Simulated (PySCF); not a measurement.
C3H8N (SMILES C[CH]NC), doublet, at a GFN2-xTB geometry; PySCF with DF-B3LYP/pcseg-2.

PySCF was given this input:
```python
from pyscf import gto, scf, dft

mol = gto.M(
    atom='''
C     1.34391694    0.82392157    0.32683444
C     0.80086105   -0.32621365   -0.44237051
N    -0.58284371   -0.48432599   -0.58069094
C    -1.45477487   -0.13634064    0.51433112
H     1.05167588    0.77492619    1.37762032
H     2.42975913    0.81028581    0.27590602
H     1.00118088    1.79291133   -0.06179496
H     1.35867908   -0.68462997   -1.29216344
H    -0.82451713   -1.36808934   -1.01081738
H    -1.27452048   -0.73379663    1.41904692
H    -2.48783733   -0.28398791    0.20137596
H    -1.31453271    0.91445877    0.76289297
''',
    basis='pcseg-2',
    spin=1,
    verbose=4,
)

mf = dft.UKS(mol)
mf.xc = 'b3lyp'
mf = mf.density_fit(auxbasis='def2-universal-jkfit')
mf.kernel()
```

**Question.** Predict the main parts of the log of this PySCF run.

**Answer.** 
```
PySCF version 2.14.0

[INPUT] verbose = 4
[INPUT] num. atoms = 12
[INPUT] num. electrons = 33
[INPUT] charge = 0
[INPUT] spin (= nelec alpha-beta = 2S) = 1
[INPUT] symmetry False subgroup None
[INPUT] Mole.unit = angstrom
[INPUT] Symbol           X                Y                Z      unit          X                Y                Z       unit  Magmom
[INPUT]  1 C      1.343916940000   0.823921570000   0.326834440000 AA    2.539634950764   1.556986115422   0.617627579676 Bohr   0.0
[INPUT]  2 C      0.800861050000  -0.326213650000  -0.442370510000 AA    1.513408048332  -0.616454456595  -0.835959109484 Bohr   0.0
[INPUT]  3 N     -0.582843710000  -0.484325990000  -0.580690940000 AA   -1.101414985325  -0.915243476109  -1.097346839616 Bohr   0.0
[INPUT]  4 C     -1.454774870000  -0.136340640000   0.514331120000 AA   -2.749126077200  -0.257646469248   0.971944954141 Bohr   0.0
[INPUT]  5 H      1.051675880000   0.774926190000   1.377620320000 AA    1.987379385011   1.464398265853   2.603325108436 Bohr   0.0
[INPUT]  6 H      2.429759130000   0.810285810000   0.275906020000 AA    4.591579304361   1.531218263521   0.521386813919 Bohr   0.0
[INPUT]  7 H      1.001180880000   1.792911330000  -0.061794960000 AA    1.891957664351   3.388111379330  -0.116775550278 Bohr   0.0
[INPUT]  8 H      1.358679080000  -0.684629970000  -1.292163440000 AA    2.567531352376  -1.293763139969  -2.441835009776 Bohr   0.0
[INPUT]  9 H     -0.824517130000  -1.368089340000  -1.010817380000 AA   -1.558111560712  -2.585314166537  -1.910168010150 Bohr   0.0
[INPUT] 10 H     -1.274520480000  -0.733796630000   1.419046920000 AA   -2.408494647349  -1.386674661829   2.681610036708 Bohr   0.0
[INPUT] 11 H     -2.487837330000  -0.283987910000   0.201375960000 AA   -4.701331196169  -0.536659372588   0.380545412471 Bohr   0.0
[INPUT] 12 H     -1.314532710000   0.914458770000   0.762892970000 AA   -2.484106803682   1.728076627507   1.441658775656 Bohr   0.0

nuclear repulsion = 127.463298833684
number of shells = 40
number of NR pGTOs = 320
number of NR cGTOs = 232
basis = pcseg-2
ecp = {}

******** <class 'pyscf.df.df_jk.DFUKS'> ********
method = DFUKS
initial guess = minao
damping factor = 0
level_shift factor = 0
DIIS = <class 'pyscf.scf.diis.CDIIS'>
diis_start_cycle = 1
diis_space = 8
diis_damp = 0
SCF conv_tol = 1e-09
SCF conv_tol_grad = None
SCF max_cycles = 50
direct_scf = False
number electrons alpha = 17  beta = 16
XC library pyscf.dft.libxc version 7.1.2
    S. Lehtola, C. Steigemann, M. J. T. Oliveira, and M. A. L. Marques,  SoftwareX 7, 1–5 (2018)
XC functionals = b3lyp
    P. J. Stephens, F. J. Devlin, C. F. Chabalowski, and M. J. Frisch,  J. Phys. Chem. 98, 11623 (1994)
radial grids:
    Treutler-Ahlrichs [JCP 102, 346 (1995); DOI:10.1063/1.469408] (M4) radial grids

becke partition: Becke, JCP 88, 2547 (1988); DOI:10.1063/1.454033
pruning grids: <function nwchem_prune>
grids dens level: 3
symmetrized grids: False
atomic radii adjust function: <function treutler_atomic_radii_adjust>
small_rho_cutoff = 0
Set gradient conv threshold to 3.16228e-05
tot grids = 134720
******** <class 'pyscf.df.df.DF'> ********
auxbasis = def2-universal-jkfit
init E= -174.093557191188

cycle= 1 E= -173.860516150994  delta_E= 0.233  |g|= 0.27  |ddm|= 1.74
cycle= 2 E= -173.846604362229  delta_E= 0.0139  |g|= 0.323  |ddm|= 0.636
cycle= 3 E= -173.901571098801  delta_E= -0.055  |g|= 0.0287  |ddm|= 0.412
cycle= 4 E= -173.901900294591  delta_E= -0.000329  |g|= 0.0159  |ddm|= 0.0369
cycle= 5 E= -173.902011964493  delta_E= -0.000112  |g|= 0.00718  |ddm|= 0.0222
cycle= 6 E= -173.902034475765  delta_E= -2.25e-05  |g|= 0.00177  |ddm|= 0.00851
cycle= 7 E= -173.902036467416  delta_E= -1.99e-06  |g|= 0.00127  |ddm|= 0.00245
cycle= 8 E= -173.902037382346  delta_E= -9.15e-07  |g|= 0.000222  |ddm|= 0.00201
cycle= 9 E= -173.90203742631  delta_E= -4.4e-08  |g|= 6.53e-05  |ddm|= 0.000551
cycle= 10 E= -173.902037430073  delta_E= -3.76e-09  |g|= 1.92e-05  |ddm|= 0.000126
cycle= 11 E= -173.902037430315  delta_E= -2.42e-10  |g|= 1.01e-05  |ddm|= 2.99e-05
Extra cycle  E= -173.902037430317  delta_E= -2.56e-12  |g|= 1.12e-05  |ddm|= 1.75e-05
converged SCF energy = -173.902037430317  <S^2> = 0.75377706  2S+1 = 2.0037735
```
